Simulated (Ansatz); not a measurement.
Mulliken charges of `F[SiH2][S][GeH3]` from PBE/def2-TZVPP in Ansatz (PBE0-D4/def2-TZVP geometry).

| atom | x (Å) | y (Å) | z (Å) | charge (e) |
| --- | --- | --- | --- | --- |
| F1 | 0.740 | 1.918 | -0.978 | -0.276 |
| Si2 | -0.708 | 1.292 | -0.706 | 0.499 |
| S3 | -0.717 | -0.794 | -1.008 | -0.312 |
| Ge4 | 0.658 | -1.390 | 0.652 | 0.184 |
| H5 | -1.656 | 1.871 | -1.682 | -0.065 |
| H6 | -1.047 | 1.640 | 0.693 | -0.067 |
| H7 | 0.508 | -0.379 | 1.798 | 0.011 |
| H8 | 2.101 | -1.412 | 0.133 | 0.013 |
| H9 | 0.211 | -2.791 | 1.082 | 0.013 |

Q: By hand: the dipole of these point charges (1 e Å = 4.8032 D).

A: Σ q r = (0.001, -0.183, 0.451) e Å, of length 0.487 e Å = 2.34 D.

Q: How does the dipole of the full density compare? (An estimate is asked.)

A: Computed: (-0.029, -0.135, 0.247) e Å, 1.36 D; the point charges give 1.72 times that, at 9° from its direction.

Point charges leave out the atoms' own dipoles, such as those of lone pairs, and Mulliken's split depends on the basis, so the two needn't agree.
